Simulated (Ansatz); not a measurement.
Species: C$_{4}$H$_{4}$N$_{2}$, charge 0, singlet. C4H4N2 (pyrimidine, SMILES c1cncnc1).
B3LYP-D3(BJ)/def2-TZVP minimum from Ansatz (a first-principles code):
```xyz
10

C     -1.3467     0.0851     0.0034
C     -0.6939    -1.1388    -0.0198
N      0.6354    -1.2334    -0.0234
C      1.3050    -0.0825    -0.0033
N      0.7857     1.1436     0.0198
C     -0.5450     1.2171     0.0229
H     -2.4257     0.1533     0.0062
H     -1.2483    -2.0713    -0.0360
H      2.3875    -0.1509    -0.0061
H     -0.9774     2.2120     0.0417
```
Charge 0, spin multiplicity 1.

Quantity: atomisation energy (electronic, to ground-state atoms), in kJ/mol. UHF or UKS for unpaired electrons; spin-orbit terms are left out. CBS(X,Y): correlation extrapolated as X^-3, Hartree-Fock from the larger set. A bracket is a step between two methods taken in the basis named. The functionals are non-relativistic, so their misses hold any scalar relativity. '+ core + X2C': CCSD(T) terms for core correlation (cc-pwCVTZ) and scalar relativity (cc-pVTZ-DK). For partners of very few electrons the exact lower level stands in for a higher one. The restricted determinant of C4H4N2 (c1cncnc1, singlet) is unstable towards broken spin symmetry in at least one set run.

CCSD(T)/CBS(cc-pVTZ,cc-pVQZ) + [CCSDT(Q) - CCSD(T)]/cc-pVDZ + core + X2C (Ansatz) gives 4652.5 kJ/mol.

Q: What does PBE/def2-TZVPD (Ansatz) give here, and how do the other levels compare?

A: PBE gives 4863.3 kJ/mol, 210.8 kJ/mol above it. Differences of the others: B3LYP/def2-TZVPD (Ansatz) -5.5; PBE0/def2-TZVPD (Ansatz) 65.6; CCSD(T)/CBS(cc-pVTZ,cc-pVQZ) + core + X2C (Ansatz) -3.8 kJ/mol. Nearer than PBE: B3LYP/def2-TZVPD, PBE0/def2-TZVPD, CCSD(T)/CBS(cc-pVTZ,cc-pVQZ) + core + X2C.
